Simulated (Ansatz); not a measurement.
Diatomic NaAl, closed-shell singlet (lowest of 2S+1 = 1, 3 at CCSD(T)/def2-TZVPP on PBE0 minima; our sources give no spin for the ground state, which may be another).

Seven points along R, fitted to fifth degree in 1/R; most abundant isotopes. In def2 and cc sets the state is the lowest found near the PBE0 minimum, followed along R. The singlet is held restricted.

Correlated levels freeze the inner cores; with def2 sets outer-core shells near the valence are correlated too.

Programs: Ansatz (Gaussian orbitals). Values without a source in brackets are computed.

Energies at B2PLYP/def2-TZVPP:

| R (Å) | E (hartree) |
|---|---|
| 2.927959 | -404.47993591 |
| 3.006667 | -404.48093707 |
| 3.079079 | -404.48140291 |
| 3.160936 | -404.48149134 |
| 3.242793 | -404.48119455 |
| 3.337243 | -404.48046484 |
| 3.447435 | -404.47920276 |

Task: With a reduced mass of 12.4131 u, find the minimum, the force constant and the constants.

Result: A fifth-degree polynomial in 1/R puts the minimum at r_e = 3.1367 Å with force constant 26.5 N/m. Then ω_e = (1/2πc)√(k/μ) = 190 cm⁻¹ and B_e = h/(8π²cμr_e²) = 0.1380 cm⁻¹; the cubic and quartic terms give α_e = 0.00091 and ω_e x_e = 0.80 cm⁻¹.

Doubts at one or more of the structures used: a restricted determinant that unrestricted orbitals would lower (B2PLYP/def2-TZVPP).

Ansatz is a quantum-chemistry and plane-wave program.
